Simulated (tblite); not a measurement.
C₃H₇AlN₂O.
Numbering: `[NH2:1][C:2](=[O:3])[CH2:4][C:5]#[N+:6][AlH3-:7]` (hydrogens: H8, H9 on N1; H10, H11 on C4; H12, H13, H14 on Al7)

Geometry (GFN2-xTB, Å), atoms numbered from 1 in this order:
```xyz
14
C3H7AlN2O angstrom
N     -1.632    0.263    0.416
C     -1.756   -0.848   -0.314
O     -2.795   -1.356   -0.640
C     -0.408   -1.541   -0.710
C      0.699   -0.665   -0.667
N      1.556    0.101   -0.609
Al     2.089    1.598    0.587
H     -0.754    0.728    0.614
H     -2.481    0.736    0.690
H     -0.539   -1.965   -1.709
H     -0.258   -2.364   -0.004
H      2.454    0.697    1.819
H      0.627    2.236    0.662
H      3.197    2.380   -0.169
```

Calculated harmonic vibrations of the isolated species, GFN2-xTB (tblite), most abundant isotopes, no scaling. This tight-binding method is rough: wavenumbers can miss measured ones by several per cent, in bad cases by 10 to 20. Modes of hydrogen on aluminium can be 10 to 20 % off. One conformer, not necessarily the lowest. The optimisation stopped once no atom felt more than 0.01 eV/Å.

Lowest wavenumbers of the output (negative numbers stand for imaginary wavenumbers):
```
mode    cm-1
  1     -35.2
  2      31.3
  3      63.4
  4     120.6
  5     175.8
  6     309.3
  7     352.4
  8     371.3
  9     386.9
 10     418.7
```

Is this structure a minimum?

Not by this Hessian. 1 mode is imaginary beyond 20i (35i cm⁻¹), so at this level the point lies at or near a first-order saddle. The curvature is small, so loose convergence or finite differences may be the whole cause.

Which atoms move in the imaginary mode?

35i: H12 (Al–H hydrogen) 29 %, H13 (Al–H hydrogen) 20 %, H14 (Al–H hydrogen) 17 %, Al7 (aluminium bonded to N and 3 H) 10 %. These are shares of the mass-weighted motion.

What is the remedy?

Step along that mode in both directions, optimise again with tighter thresholds and repeat the frequencies. The zero-point energy of this point (56.1 kcal/mol) counts the 35 real modes alone, and thermal corrections from it aren't those of a minimum.
